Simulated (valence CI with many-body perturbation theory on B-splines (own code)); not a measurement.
**Ladder of approximations for Dy15+**

Computed by relativistic CI+MBPT: five valence electrons over a frozen Dirac-Fock core [Kr] 4d10, radial functions for each j: 7 s, 7 p, 7 d, 7 f, 4 g, 2 h, with the one-electron correlation potential Σ1, the two-electron term Σ2, the three-electron term Σ3, Breit, model QED; selected CI, second order for the rest, scaled by the run's own slope (own B-spline code, finite nucleus).

No measured spectrum was set against this ion. As an estimate, terms of the open shell hold to a few per cent of their energy, and close levels can change places; configurations with another count of f electrons can be misplaced by thousands of cm⁻¹. Core correlation moves these levels by up to 60000 cm⁻¹, and in measured spectra 5 to 20 % of such shifts remained as error; rates that hang on mixing are uncertain with them. Among the levels kept, up to 940 cm⁻¹ of a level comes from second order outside the variational space, and about a tenth of that is noise between levels of different J, which matters for small intervals.

Each rung adds one term. CI alone is the Dirac-Coulomb CI over the frozen core; QED comes last and gives the full result, which names the levels. Energies are above 4f⁵ ⁶H°_5/2 on the same rung, in eV. A blank means that the level has no clear partner on that rung.

Names give the largest LS component (configuration and term), which can be under half, so a name can repeat, a term be missing and a line seem to break the LS rules; names also repeat where a configuration has a term twice. Letters in brackets count levels of one name in rising energy.

| Level | CI alone | + Σ1 | + Σ2 | + Σ3 | + Breit | Full |
| --- | --- | --- | --- | --- | --- | --- |
| 4f⁵ ⁶H°_7/2 | 0.2985 | 0.3184 | 0.3565 | 0.3579 | 0.3191 | 0.3214 |
| 4f⁵ ⁶H°_9/2 | 0.6366 | 0.6364 | 0.7491 | 0.7507 | 0.6720 | 0.6762 |
| 4f⁵ ⁶H°_11/2 | 0.9933 | 1.042 | 1.159 | 1.161 | 1.039 | 1.045 |
| 4f⁵ ⁶H°_13/2 |  | 1.425 | 1.572 | 1.571 | 1.408 | 1.416 |
| 4f⁵ ⁶F°_1/2 | 1.475 | 1.505 | 1.496 | 1.505 | 1.470 | 1.473 |
| 4f⁵ ⁶F°_3/2 | 1.502 | 1.541 | 1.542 | 1.551 | 1.516 | 1.519 |
| 4f⁵ ⁶F°_5/2 | 1.609 | 1.651 | 1.662 | 1.670 | 1.630 | 1.633 |
| 4f⁵ ⁶H°_15/2 | 1.354 | 1.802 | 1.975 | 1.971 | 1.767 | 1.776 |
| 4f⁵ ⁶F°_7/2 | 1.854 | 1.910 | 1.948 | 1.961 | 1.889 | 1.893 |
| 4f⁴5s ⁶I_7/2 | -5.4078 | -4.7605 | 1.377 | 1.747 | 1.951 | 2.117 |
| 4f⁵ ⁶F°_9/2 | 2.191 | 2.266 | 2.330 | 2.346 | 2.235 | 2.242 |
| 4f⁴5s ⁶I_9/2 | -5.0787 | -4.4137 | 1.757 | 2.128 | 2.300 | 2.468 |
| 4f⁵ ⁶F°_11/2 | 2.581 | 2.673 | 2.761 | 2.779 | 2.624 | 2.633 |
| 4f⁴5s ⁶I_11/2 | -4.6823 | -3.9952 | 2.215 | 2.586 | 2.715 | 2.886 |
| 4f⁴5s ⁶I_13/2 | -4.2421 | -3.5322 | 2.715 | 3.086 | 3.168 | 3.342 |
| 4f⁵ ⁴G°_5/2 [a] |  | 3.357 | 3.623 | 3.590 | 3.589 | 3.590 |
| 4f⁴5s ⁶I_15/2 | -3.7773 | -3.0458 | 3.236 | 3.606 | 3.638 | 3.814 |
| 4f⁵ ⁴F°_3/2 |  | 3.034 | 3.931 | 3.924 | 3.901 | 3.903 |
| 4f⁵ ⁴M°_15/2 | 4.220 | 4.268 | 4.198 | 4.158 | 4.063 | 4.064 |
| 4f⁵ ⁴G°_7/2 |  | 3.979 | 4.310 | 4.287 | 4.231 | 4.235 |
| 4f⁵ ⁴I°_9/2 |  |  | 4.404 | 4.342 | 4.273 | 4.277 |
| 4f⁴5s ⁶I_17/2 | -3.3000 | -2.5489 | 3.765 | 4.132 | 4.114 | 4.292 |
| 4f⁵ ⁴I°_11/2 |  | 4.483 | 4.508 | 4.457 | 4.374 | 4.378 |
| 4f⁵ ⁴I°_13/2 |  | 4.592 | 4.575 | 4.528 | 4.433 | 4.436 |
| 4f⁵ ⁴M°_17/2 | 4.781 | 4.850 | 4.808 | 4.786 | 4.621 | 4.626 |
| 4f⁴5s ⁴I_9/2 | -2.9253 | -2.2713 | 4.003 | 4.386 | 4.571 | 4.735 |
| 4f⁵ ⁴G°_5/2 [b] |  |  | 4.868 | 4.839 | 4.796 | 4.801 |
| 4f⁵ ⁴I°_15/2 | 4.858 | 4.996 | 5.065 | 5.019 | 4.864 | 4.870 |
| 4f⁵ ⁴G°_9/2 |  |  | 5.071 | 5.051 | 4.944 | 4.951 |
| 4f⁵ ⁴M°_19/2 | 5.219 | 5.308 | 5.292 | 5.278 | 5.048 | 5.055 |
| 4f⁵ ⁴F°_5/2 |  |  | 5.142 | 5.130 | 5.077 | 5.081 |

(1) How does the ionisation energy move along the ladder, and which term matters most?

Answers

(1) CI alone 315.97, + Σ1 318.02, + Σ2 320.93, + Σ3 320.95, + Breit 320.99, + QED 321.01 eV. The largest step is Σ2, 2.91 eV. NIST lists 332 ± 16 eV (theoretical).
